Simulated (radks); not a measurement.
Values are calculated unless marked as measured or tabulated.
Numerical settings for neutral boron, [He] 2s2 2p1. Code: a radial shooting solver on a logarithmic mesh with Libxc functionals. Model: scalar-relativistic Kohn-Sham, PBE, spin-unpolarised, spherical densities, finite nucleus; Fermi nuclear charge, rms radius 2.406 fm. The defaults (mesh step 0.008 in ln r, mesh end at 40 bohr or more with all orbitals vanishing there, Anderson mixing 0.5 over 9 steps, residual threshold near 1e-9 with the energy settled to 1e-9 hartree or 1e-11 of itself, here a cap of 91 iterations) give E = -24.6032 hartree and 2p at -3.607 eV in 13 iterations. Run on one thread of a shared host, so times are rough (Intel(R) Xeon(R) 6975P-C): 0.03 s of CPU time, 0.03 s wall, 13 iterations on 2208 mesh points. Changes against that run (0 stands for a change within the tolerance of the run):

| setting | iterations | converged | E (mhartree) | e(2p) (meV) | CPU (s) |
|---|---|---|---|---|---|
| mesh step in ln r 0.003 | 28 | yes | 0 | 0 | 0.13 |
| mesh step in ln r 0.08 | 13 | yes | -0.000859 | 0 | 0.01 |
| mesh step in ln r 0.005 | 15 | yes | 0 | 0 | 0.05 |
| mesh end (bohr) 20 | 13 | yes | 0 | 0 | 0.03 |
| mesh end (bohr) 1 | 13 | level above zero | +2.58e+04 | +2.09e+05 | 0.02 |
| residual threshold 0.01 | 8 | yes | 0 | +0.209 | 0.02 |
| residual threshold 1e-16 | 91 | no | 0 | 0 | 0.11 |
| mixing 0.05 | 17 | yes | 0 | 0 | 0.03 |
| linear mixing, mixing 0.05 | 91 | no | +0.000941 | -41.4 | 0.15 |
| linear mixing, mixing 0.2 | 87 | yes | 0 | 0 | 0.13 |
| mixing history 20 | 17 | yes | 0 | 0 | 0.03 |
| iteration cap 3 | 3 | no | +0.0383 | -1.86 | 0.01 |

Settled on a wrong energy, with an occupied level pushed above zero by the early mesh end: mesh end (bohr) 1 (+25.8 hartree). Apart from these: no run marked as converged misses the energy by more than 1 mhartree. A mesh that ends early acts as a hard wall.
